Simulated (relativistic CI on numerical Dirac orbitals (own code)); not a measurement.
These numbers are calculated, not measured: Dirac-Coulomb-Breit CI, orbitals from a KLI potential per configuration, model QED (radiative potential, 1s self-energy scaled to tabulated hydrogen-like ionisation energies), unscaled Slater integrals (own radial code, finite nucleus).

The strongest absorption lines from the ground level of an ion, among the configurations computed and to levels below about 1480 eV (vacuum wavelength in nm, gf): 0.91045 (0.35), 0.91609 (0.74), 0.91843 (0.22), 0.92472 (0.57), 0.92672 (0.22), 0.93004 (0.28), 3.3806 (1.7), 3.5885 (0.64).

(1) Which ion is it?
A. Dy⁴⁰⁺
B. Hf⁴⁶⁺
C. Dy³⁸⁺
D. Eu³⁷⁺

Answers

(1) A. Dy⁴⁰⁺ has 26 electrons and the ground level 3s2 3p6 3d8 3F_4; the strongest line goes to 3s2 3p5 3d9 3D°_3. The pattern of lines fixes the number of electrons, and along that sequence the line energies rise steadily with the charge (about as its square where n changes within one kind of shell, about linearly where n is kept but much faster in heavy ions where fine structure, which grows about as Z⁴, sets the gap, and irregularly where shells cross), which fixes Z. Configurations outside the model, such as inner-shell arrays, can give stronger lines. At this charge energies of transitions that change n are usually good to better than 1 %, and those within a shell (Δn = 0) to a few per cent. Terms inside the open d or f shell come out 10 to 20 % too wide with unscaled integrals.

LS names give the leading component of a level, which can be under half, so a name can repeat, a term be missing and a line seem to break the LS rules.
